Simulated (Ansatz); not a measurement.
Species: 3-bromoselenophene, C4H3BrSe (charge 0, singlet). SMILES: Brc1cc[se]c1
Coordinates optimised at B3LYP-D3(BJ)/def2-TZVP (Ansatz, an electronic-structure program):
```xyz
9

Br    -1.3883    -1.8357    -0.5993
C     -0.1652    -0.4504    -0.1493
C      1.2458    -0.6547    -0.2359
C      1.9793     0.4292     0.1191
Se     0.8978     1.8714     0.6176
C     -0.5739     0.7720     0.2668
H      1.6777    -1.5914    -0.5562
H      3.0532     0.5153     0.1344
H     -1.5835     1.1210     0.3969
```
Charge 0, spin multiplicity 1.

Property: vertical triplet-singlet gap (E(triplet) - E(singlet); each state is the SCF solution reached for its spin; the UHF <S^2> is 2.21 for the triplet (pure: 2.00); for the singlet the Hartree-Fock reference is unstable and T1 is 0.013), in kcal/mol. Cores are frozen in the correlated levels unless marked. Open shells are spin-unrestricted. Spin-orbit coupling is left out. The frozen core is the preceding noble-gas configuration, with the filled d and f shells of earlier blocks. No relativistic terms. CBS(X,Y): correlation extrapolated as X^-3; Hartree-Fock from the larger set. [CCSD(T)-MP2]/basis is that difference in the basis named.

```csv
level,program,vertical triplet-singlet gap (kcal/mol)
SVWN5/def2-TZVPD,Ansatz,85.7
PBE/def2-TZVPD,Ansatz,82.2
r2SCAN/def2-TZVPD,Ansatz,(withheld)
B3LYP/def2-TZVPD,Ansatz,82.5
PBE0/def2-TZVPD,Ansatz,81.6
BHLYP/def2-TZVPD,Ansatz,80.0
CAM-B3LYP/def2-TZVPD,Ansatz,(withheld)
wB97X-V/def2-TZVPD,Ansatz,(withheld)
SCS-MP2/aug-cc-pVDZ,Ansatz,104.4
SCS-MP2/aug-cc-pVTZ,Ansatz,105.1
CCSD/aug-cc-pVDZ,Ansatz,(withheld)
CCSD/aug-cc-pVTZ,Ansatz,85.2
"RI-MP2/CBS(aug-cc-pVTZ,aug-cc-pVQZ)+[CCSD(T)-MP2]/aug-cc-pVTZ",Ansatz,89.0
```

Question: Some entries are withheld; supply them.

Answer: 
- r2SCAN/def2-TZVPD, vertical triplet-singlet gap (kcal/mol): 79.0
- CAM-B3LYP/def2-TZVPD, vertical triplet-singlet gap (kcal/mol): 82.8
- wB97X-V/def2-TZVPD, vertical triplet-singlet gap (kcal/mol): 85.8
- CCSD/aug-cc-pVDZ, vertical triplet-singlet gap (kcal/mol): 85.9
